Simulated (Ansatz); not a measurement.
Basis-set series for Cl3H3OSiTi (`[SiH3][O][Ti]([Cl])([Cl])[Cl]`). Total charge 0; spin multiplicity 1. All single points use the PBE0-D4/def2-TZVP geometry. It is one conformer, not always the lowest.

```json
{"functional": "PBE0-D4", "basis": "def2-TZVPP", "functions": "305", "energy (Eh)": "-2596.13196", "HOMO (eV)": "-9.26", "LUMO (eV)": "-3.16"}
{"functional": "PBE0-D4", "basis": "def2-QZVPP", "functions": "520", "energy (Eh)": "-2596.20313", "HOMO (eV)": "-9.28", "LUMO (eV)": "-3.18"}
{"functional": "ωB97M-V", "basis": "def2-TZVPP", "functions": "305", "energy (Eh)": "-2596.80524", "HOMO (eV)": "-11.44", "LUMO (eV)": "-1.04"}
{"functional": "ωB97M-V", "basis": "def2-QZVPP", "functions": "520", "energy (Eh)": "-2596.87206", "HOMO (eV)": "-11.47", "LUMO (eV)": "-1.08"}
```

Give the rows for def2-SVP. (An estimate is asked.)

Ansatz gave: 
| functional | basis | functions | energy (Eh) | HOMO (eV) | LUMO (eV) |
| --- | --- | --- | --- | --- | --- |
| PBE0-D4 | def2-SVP | 132 | -2595.34296 | -9.12 | -3.19 |
| ωB97M-V | def2-SVP | 132 | -2596.01998 | -11.23 | -1.01 |

Scalar relativity is left out up to krypton.
